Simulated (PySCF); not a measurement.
H2OSn, SMILES [OH][SnH] (connectivity only; charge and spin as stated), neutral, multiplicity 1.

Coordinates come from a B3LYP-D3(BJ)/def2-TZVP optimisation. The def2 effective core potentials stand for the cores of Sn; spin–orbit coupling is left out.

Vertical ionisation energy (IE) and electron affinity (EA) in eV. Rows of orbital energies are one-electron estimates. Where ΔSCF, EOM or ADC give a negative EA the extra electron is unbound and the value depends on the basis.

```csv
level,IE,EA
"−ε(HOMO), −ε(LUMO), r2SCAN/def2-TZVPD (PySCF)",6.13,3.11
"−ε(HOMO), −ε(LUMO), M06-2X/def2-TZVPD (PySCF)",7.88,1.76
```
